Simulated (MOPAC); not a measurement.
MOPAC input (PM6):

```
PM6 PRECISE GNORM=0.05 LET XYZ UHF MS=0.5 GEO-OK AUX(PRECISION=9) THREADS=1
C3H8GeI

C    -0.01550200 1    1.83045000 1    1.65316600 1
Ge   -0.26807900 1    0.02078500 1    1.07032200 1
C    -2.14297300 1   -0.53468900 1    1.15737500 1
C     0.96217700 1   -1.22287000 1    1.94847300 1
I     0.36795800 1    0.00783800 1   -1.43746000 1
H     0.95180800 1    2.19345400 1    1.97881200 1
H    -0.78930600 1    2.57933000 1    1.53523000 1
H    -2.46638600 1   -0.57221800 1    2.19868600 1
H    -2.76576000 1    0.17438800 1    0.61443100 1
H    -2.25826200 1   -1.52047500 1    0.70984500 1
H     1.98793800 1   -0.87915400 1    1.82552800 1
H     0.86633200 1   -2.21296600 1    1.50589600 1
H     0.72817200 1   -1.28021400 1    3.01256200 1
```

Output:

```
 *******************************************************************************
 **                                                                           **
 **                              MOPAC v23.2.5                                **
 **                                                                           **
 *******************************************************************************
 ** MOPAC's Digital Object Identifier: https://doi.org/10.5281/zenodo.6511958 **
 **                                                                           **
 ** Please cite the open-source release paper for use of this MOPAC version:  **
 ** J. E. Moussa and J. J. P. Stewart (2026)                                  **
 ** MOPAC: An open-source semiempirical molecular orbital program             **
 ** J. Open Source Softw., 11(119), 8025, https://doi.org/10.21105/joss.08025 **
 *******************************************************************************

                              PM6 CALCULATION RESULTS

 *******************************************************************************
 *  PM6        - The PM6 Hamiltonian to be used
 *  GEO-OK     - OVERRIDE INTERATOMIC DISTANCE AND OTHER SAFETY CHECKS
 *  UHF        - UNRESTRICTED HARTREE-FOCK CALCULATION
 *  MS=        - IN MECI, MAGNETIC COMPONENT OF SPIN =  0.5
 *  LET        - OVERRIDE SOME SAFETY CHECKS
 *  PRECISE    - TIGHTER CRITERIA TO BE USED
 *  XYZ        - CARTESIAN COORDINATE SYSTEM TO BE USED
 *  GNORM      - EXIT WHEN GRADIENT NORM DROPS BELOW 0.050
 *  AUX        - OUTPUT AUXILIARY INFORMATION
 *******************************************************************************
PM6 PRECISE GNORM=0.05 LET XYZ UHF MS=0.5 GEO-OK AUX(PRECISION=9) THREADS=1
 C3H8GeI

   ATOM   CHEMICAL          X               Y               Z
  NUMBER   SYMBOL      (ANGSTROMS)     (ANGSTROMS)     (ANGSTROMS)

     1       C         -0.01550200  *   1.83045000  *   1.65316600  *
     2      Ge         -0.26807900  *   0.02078500  *   1.07032200  *
     3       C         -2.14297300  *  -0.53468900  *   1.15737500  *
     4       C          0.96217700  *  -1.22287000  *   1.94847300  *
     5       I          0.36795800  *   0.00783800  *  -1.43746000  *
     6       H          0.95180800  *   2.19345400  *   1.97881200  *
     7       H         -0.78930600  *   2.57933000  *   1.53523000  *
     8       H         -2.46638600  *  -0.57221800  *   2.19868600  *
     9       H         -2.76576000  *   0.17438800  *   0.61443100  *
    10       H         -2.25826200  *  -1.52047500  *   0.70984500  *
    11       H          1.98793800  *  -0.87915400  *   1.82552800  *
    12       H          0.86633200  *  -2.21296600  *   1.50589600  *
    13       H          0.72817200  *  -1.28021400  *   3.01256200  *

          CARTESIAN COORDINATES

    NO.       ATOM           X           Y           Z

     1         C         -0.0155      1.8304      1.6532
     2        Ge         -0.2681      0.0208      1.0703
     3         C         -2.1430     -0.5347      1.1574
     4         C          0.9622     -1.2229      1.9485
     5         I          0.3680      0.0078     -1.4375
     6         H          0.9518      2.1935      1.9788
     7         H         -0.7893      2.5793      1.5352
     8         H         -2.4664     -0.5722      2.1987
     9         H         -2.7658      0.1744      0.6144
    10         H         -2.2583     -1.5205      0.7098
    11         H          1.9879     -0.8792      1.8255
    12         H          0.8663     -2.2130      1.5059
    13         H          0.7282     -1.2802      3.0126

 General Reference for PM6:
 "Optimization of Parameters for Semiempirical Methods V: Modification of NDDO Approximations
 and Application to 70 Elements", J. J. P. Stewart, J. Mol. Mod., 13, 1173-1213 (2007)
 URL: https://link.springer.com/article/10.1007/s00894-007-0233-4

           Empirical Formula: C3 H8 Ge I  =    13 atoms

      MOLECULAR POINT GROUP   :   Cs

          UHF CALCULATION, NO. OF ALPHA ELECTRONS =   16
                           NO. OF BETA  ELECTRONS =   15

          Geometry optimization using EF

          DIAGONAL MATRIX USED AS START HESSIAN

 CYCLE:     1  GRAD.:    41.718 HEAT:  11.53365
 CYCLE:     2  GRAD.:   127.843 HEAT:  17.54911
 CYCLE:     3  GRAD.:    36.643 HEAT:  10.76534
 CYCLE:     4  GRAD.:    54.426 HEAT:  12.09953
 CYCLE:     5  GRAD.:    35.656 HEAT:  10.48479
 CYCLE:     6  GRAD.:   105.332 HEAT:  15.00237
 CYCLE:     7  GRAD.:     9.857 HEAT:  9.939017
 CYCLE:     8  GRAD.:    28.042 HEAT:  10.22347
 CYCLE:     9  GRAD.:    12.159 HEAT:  9.943955
 CYCLE:    10  GRAD.:    16.228 HEAT:  10.08021
 CYCLE:    11  GRAD.:     3.776 HEAT:  9.847974
 CYCLE:    12  GRAD.:    15.609 HEAT:  9.930636
 CYCLE:    13  GRAD.:     2.146 HEAT:  9.829994
 CYCLE:    14  GRAD.:     2.104 HEAT:  9.820241
 CYCLE:    15  GRAD.:     1.970 HEAT:  9.798528
 CYCLE:    16  GRAD.:     3.931 HEAT:  9.778080
 CYCLE:    17  GRAD.:     8.048 HEAT:  9.784263
 CYCLE:    18  GRAD.:     2.638 HEAT:  9.768468
 CYCLE:    19  GRAD.:     3.686 HEAT:  9.763139
 CYCLE:    20  GRAD.:     7.591 HEAT:  9.789444
 CYCLE:    21  GRAD.:     0.827 HEAT:  9.757931
 CYCLE:    22  GRAD.:     3.026 HEAT:  9.761471
 CYCLE:    23  GRAD.:     0.309 HEAT:  9.757310
 CYCLE:    24  GRAD.:     0.743 HEAT:  9.757269
 CYCLE:    25  GRAD.:     0.436 HEAT:  9.756772
 CYCLE:    26  GRAD.:     0.455 HEAT:  9.756002
 CYCLE:    27  GRAD.:     0.837 HEAT:  9.754599
 CYCLE:    28  GRAD.:     0.699 HEAT:  9.754484
 CYCLE:    29  GRAD.:     0.121 HEAT:  9.754108
 CYCLE:    30  GRAD.:     0.081 HEAT:  9.754076
 CYCLE:    31  GRAD.:     0.204 HEAT:  9.753992
 CYCLE:    32  GRAD.:     0.304 HEAT:  9.753853
 CYCLE:    33  GRAD.:     0.441 HEAT:  9.753619
 CYCLE:    34  GRAD.:     0.122 HEAT:  9.753402
 CYCLE:    35  GRAD.:     0.153 HEAT:  9.753330
 CYCLE:    36  GRAD.:     0.228 HEAT:  9.753251
 CYCLE:    37  GRAD.:     0.437 HEAT:  9.752889
 CYCLE:    38  GRAD.:     1.076 HEAT:  9.752865
 CYCLE:    39  GRAD.:     0.450 HEAT:  9.751771
 CYCLE:    40  GRAD.:     0.126 HEAT:  9.751390
 CYCLE:    41  GRAD.:     0.111 HEAT:  9.751100
 CYCLE:    42  GRAD.:     1.473 HEAT:  9.753344
 CYCLE:    43  GRAD.:     0.032 HEAT:  9.750960

     GRADIENT =  0.03188 IS LESS THAN CUTOFF =  0.05000

 -------------------------------------------------------------------------------
 PM6 PRECISE GNORM=0.05 LET XYZ UHF MS=0.5 GEO-OK AUX(PRECISION=9) THREADS=1
 C3H8GeI

     GEOMETRY OPTIMISED USING EIGENVECTOR FOLLOWING (EF).
     SCF FIELD WAS ACHIEVED

                              PM6 CALCULATION
                                                       MOPAC v23.2.5 Linux

          FINAL HEAT OF FORMATION =          9.75096 KCAL/MOL =      40.79802 KJ/MOL

          COSMO AREA              =        158.67 SQUARE ANGSTROMS
          COSMO VOLUME            =        159.54 CUBIC ANGSTROMS

          GRADIENT NORM           =          0.03188          =       0.00884 PER ATOM
          IONIZATION POTENTIAL    =          9.391316 EV
          ALPHA SOMO LUMO (EV)    =         -9.468 -1.054
          BETA  SOMO LUMO (EV)    =         -9.391 -1.306
          NO. OF ALPHA ELECTRONS  =         16
          NO. OF BETA  ELECTRONS  =         15
          MOLECULAR WEIGHT        =        243.5907         POINT GROUP:  Cs

          MOLECULAR DIMENSIONS (Angstroms)

            Atom       Atom       Distance
            H    12    H     7     5.00946
            H     8    I     5     4.65817
            H     6    H     9     4.12041

          SCF CALCULATIONS        =         44

   ATOM   CHEMICAL          X               Y               Z
  NUMBER   SYMBOL      (ANGSTROMS)     (ANGSTROMS)     (ANGSTROMS)

     1       C         -0.01728089  *   1.78235975  *   1.61830471  *
     2      Ge         -0.26120052  *   0.01709471  *   1.04013889  *
     3       C         -2.09981279  *  -0.53562850  *   1.19493978  *
     4       C          0.91028338  *  -1.20275563  *   1.96185605  *
     5       I          0.37665280  *   0.03470080  *  -1.44823406  *
     6       H          0.92248101  *   2.13681446  *   1.99061216  *
     7       H         -0.79395353  *   2.51718625  *   1.55327360  *
     8       H         -2.43589234  *  -0.52318881  *   2.23817003  *
     9       H         -2.77510711  *   0.11715311  *   0.62984576  *
    10       H         -2.25665927  *  -1.55254577  *   0.81745228  *
    11       H          1.96554066  *  -0.93352715  *   1.83755923  *
    12       H          0.80302703  *  -2.23070439  *   1.59707884  *
    13       H          0.70545057  *  -1.21933308  *   3.03851090  *

                             CARTESIAN COORDINATES

   1    C       -0.017280889     1.782359755     1.618304714
   2   Ge       -0.261200517     0.017094713     1.040138885
   3    C       -2.099812791    -0.535628501     1.194939782
   4    C        0.910283381    -1.202755631     1.961856054
   5    I        0.376652796     0.034700804    -1.448234059
   6    H        0.922481008     2.136814457     1.990612162
   7    H       -0.793953528     2.517186246     1.553273598
   8    H       -2.435892338    -0.523188805     2.238170027
   9    H       -2.775107113     0.117153107     0.629845756
  10    H       -2.256659275    -1.552545774     0.817452276
  11    H        1.965540655    -0.933527153     1.837559233
  12    H        0.803027026    -2.230704392     1.597078835
  13    H        0.705450571    -1.219333083     3.038510899

           Empirical Formula: C3 H8 Ge I  =    13 atoms

      MOLECULAR POINT GROUP   :   Cs

          ALPHA EIGENVALUES
 -25.15938 -24.46682 -23.33804 -19.88833 -17.25632 -14.76419 -14.41871 -14.25026
 -13.80872 -13.69193 -11.79060 -11.32329 -11.18243  -9.78781  -9.47009  -9.46784
  -1.05357   1.46259   1.48105   1.85981   5.57918   5.58653   5.61296   5.62807
   5.82834   6.23741   6.69843   6.75679 113.04741 113.14757 113.14976 113.75788
 113.75790

           BETA EIGENVALUES
 -25.13351 -24.46723 -22.93718 -19.45353 -17.10853 -14.48663 -14.38191 -14.22928
 -13.80328 -13.65292 -11.47573 -11.30318 -10.39319  -9.39479  -9.39132  -1.30560
   0.56788   1.44157   1.68380   2.14048   5.57728   5.58469   5.61343   5.62811
   6.04945   6.48131   6.70128   6.75712 113.26497 113.31358 113.31797 113.78200
 113.78229

              NET ATOMIC CHARGES AND DIPOLE CONTRIBUTIONS

  ATOM NO.   TYPE          CHARGE      No. of ELECS.   s-Pop       p-Pop       d-Pop
    1          C          -0.468129        4.4681     1.18541     3.28272
    2         Ge           0.711984        3.2880     1.12526     2.16276
    3          C          -0.675479        4.6755     1.09518     3.58030
    4          C          -0.675479        4.6755     1.09518     3.58030
    5          I          -0.299311        7.2993     1.96796     5.32902     0.00234
    6          H           0.160191        0.8398     0.83981
    7          H           0.160192        0.8398     0.83981
    8          H           0.177485        0.8225     0.82252
    9          H           0.182890        0.8171     0.81711
   10          H           0.182641        0.8174     0.81736
   11          H           0.182890        0.8171     0.81711
   12          H           0.182641        0.8174     0.81736
   13          H           0.177484        0.8225     0.82252
 DIPOLE           X         Y         Z       TOTAL
 POINT-CHG.    -0.899    -0.300     3.269     3.404
 HYBRID         0.082     0.082    -0.249     0.274
 SUM           -0.818    -0.217     3.020     3.137

          ATOMIC ORBITAL ELECTRON POPULATIONS

     Atom    s        px        py        pz      x^2-y^2     xz        z^2       yz        xy
    1  C   1.18541   1.14728   1.13152   1.00392
    2 Ge   1.12526   0.75307   0.75950   0.65020
    3  C   1.09518   1.16886   1.21019   1.20125
    4  C   1.09518   1.19439   1.19480   1.19111
    5  I   1.96796   1.95038   1.98854   1.39009   0.00004   0.00053   0.00144   0.00031   0.00002
    6  H   0.83981
    7  H   0.83981
    8  H   0.82252
    9  H   0.81711
   10  H   0.81736
   11  H   0.81711
   12  H   0.81736
   13  H   0.82252

                    (SZ)    =    0.500000
                    (S**2)  =    0.761229

          ATOMIC ORBITAL SPIN POPULATIONS

    Atom   Total    s     px     py     pz   x^2-y^2  xz     z^2    yz     xy
         Atomic
    1  C  1.0782  0.028  0.117  0.101  0.833
    2 Ge -0.1067 -0.013 -0.007 -0.035 -0.052
    3  C  0.0045  0.001  0.003  0.000 -0.000
    4  C  0.0045  0.001  0.002  0.001 -0.000
    5  I  0.0930 -0.000  0.004  0.001  0.088  0.000 -0.000 -0.000  0.000 -0.000
    6  H -0.0343 -0.034
    7  H -0.0343 -0.034
    8  H -0.0014 -0.001
    9  H -0.0002 -0.000
   10  H -0.0008 -0.001
   11  H -0.0002 -0.000
   12  H -0.0008 -0.001
   13  H -0.0014 -0.001

 **********************
 *                    *
 * JOB ENDED NORMALLY *
 *                    *
 **********************

 == MOPAC DONE ==
```

The geometry given is a B3LYP-D3(BJ)/def2-TZVP minimum.
